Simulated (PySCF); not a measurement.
ClFH4Si2.
Numbering: `[F:1][SiH2:2][SiH2:3][Cl:4]` (hydrogens: H5, H6 on Si2; H7, H8 on Si3)

Computed with PBE0-D3(BJ)/def2-SVP geometry optimisation, gas phase (PySCF 2.14.0).

Entries marked ? are missing. Bonds in one row agree within 0.01 Å.

```
    coordinate    value
        F1–Si2  1.632 Å
       Si2–Si3        ?
       Si3–Cl4        ?
Si2–H5, Si2–H6  1.491 Å
Si3–H7, Si3–H8  1.491 Å
    F1–Si2–Si3        ?
     F1–Si2–H5   108.7°
    Si3–Si2–H5   110.6°
    Si3–Si2–H6   110.5°
     H5–Si2–H6   109.8°
   Si2–Si3–Cl4        ?
    Si2–Si3–H7   112.3°
    Cl4–Si3–H7   108.8°
     H7–Si3–H8        ?
```

**Question.** Estimate the withheld lengths and angles.

**Answer.** 
- Si2–Si3 = 2.341 Å, drawn single (fluorine-bound silicon to chlorine-bound silicon); 0.12 Å above the sum of covalent radii, 2.22 Å.
- Si3–Cl4 = 2.081 Å, drawn single (chlorine-bound silicon to silicon-bound chlorine); 0.05 Å below the sum of covalent radii, 2.13 Å.
- F1–Si2–Si3 = 108.7°, at the fluorine-bound silicon; the outer atoms are 3.254 Å apart.
- Si2–Si3–Cl4 = 104.9°, at the chlorine-bound silicon; the outer atoms are 3.509 Å apart.
- H7–Si3–H8 = 109.3°, at the chlorine-bound silicon; the outer atoms are 2.432 Å apart.

Radii are Cordero's.

No frequency check. One conformer, not necessarily the lowest (F1–Si2–Si3–Cl4 179°).
